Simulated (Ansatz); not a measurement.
Computed with Ansatz on PBE0-D4/def2-TZVP structures; ΔE is electronic, products minus reactants. CBS: MP2 limit from def2 TZ/QZ plus the TZ coupled-cluster correction, frozen cores. DFT in def2-TZVPP. For Ga outer-core shells are correlated without core-valence functions, which leaves a few kJ/mol of doubt a bond. Scalar relativity is left out up to krypton. Each species was taken in one conformer, which may not be the lowest.

Consider the redistribution: `CC1=CC(C)=[O+][Ga-]([F])([Cl])[O]1` + `[F][Ga]([F])[SH]` → `[F][Ga]([SH])[Cl]` + `CC1=CC(C)=[O+][Ga-]([F])([F])[O]1`.

`CC1=CC(C)=[O+][Ga-]([F])([Cl])[O]1`:

Z-matrix (Å, degrees):
```
C
C 1 1.491
H 1 1.093 2 108.9
H 1 1.093 2 108.9 3 -116.3
H 1 1.088 2 112.5 3 121.8
C 2 1.395 1 120.2 3 -121.5
O 2 1.277 1 114.7 3 58.5
C 6 1.395 2 125.2 1 179.7
H 6 1.080 2 117.4 1 -0.1
Ga 7 1.888 2 123.9 1 -179.6
C 8 1.491 6 120.2 2 -179.7
O 8 1.277 6 125.1 2 0.3
F 10 1.750 7 108.2 2 111.2
Cl 10 2.132 7 111.5 2 -116.7
H 11 1.088 8 112.5 6 -0.4
H 11 1.093 8 108.9 6 121.5
H 11 1.093 8 108.9 6 -122.2
```

`[F][Ga]([F])[SH]`:

Cartesian coordinates in Å:
```
F -0.079 0.685 -2.140
Ga 0.194 0.187 -0.500
F 1.853 0.233 0.019
S -1.413 -0.445 0.803
H -0.556 -0.660 1.818
```

`[F][Ga]([SH])[Cl]`:

Z-matrix (Å, degrees):
```
Ga
F 1 1.743
Cl 1 2.115 2 116.8
S 1 2.169 2 119.1 3 -180.0
H 4 1.346 1 91.7 2 0.0
```

`CC1=CC(C)=[O+][Ga-]([F])([F])[O]1`:

Z-matrix (Å, degrees):
```
C
C 1 1.490
H 1 1.088 2 112.5
H 1 1.093 2 108.9 3 -121.9
H 1 1.093 2 108.9 3 121.8
C 2 1.395 1 120.2 3 -0.1
O 2 1.277 1 114.7 3 179.9
C 6 1.395 2 125.3 1 -180.0
H 6 1.080 2 117.4 1 0.0
Ga 7 1.883 2 123.7 1 180.0
C 8 1.491 6 120.2 2 180.0
O 8 1.277 6 125.1 2 -0.0
F 10 1.747 7 110.0 2 114.3
F 10 1.747 7 110.0 2 -114.3
H 11 1.093 8 108.9 6 -121.7
H 11 1.088 8 112.5 6 0.2
H 11 1.093 8 108.9 6 122.0
```

```csv
level,ΔE (kcal/mol)
r2SCAN0-D4,-1.1
HF/def2-SVP,-1.6
```

Task: What does CCSD(T)/CBS give? (Estimate.)

Result: Computed: -1.1 kcal/mol. The listed levels differ from it by 0.0, -0.5 kcal/mol.

Largest T1 diagnostic among the species: 0.016.

Leaving LDA and LC-ωPBE aside and taking each functional with its dispersion term where it has one, the values, not all of them listed here, spread over 0.6 kcal/mol, from BHLYP-D4 to revPBE-D4.

CCSD(T)/CBS has its own doubt, a few kJ/mol and more with outer-core shells, so smaller differences from it don't rank the levels.
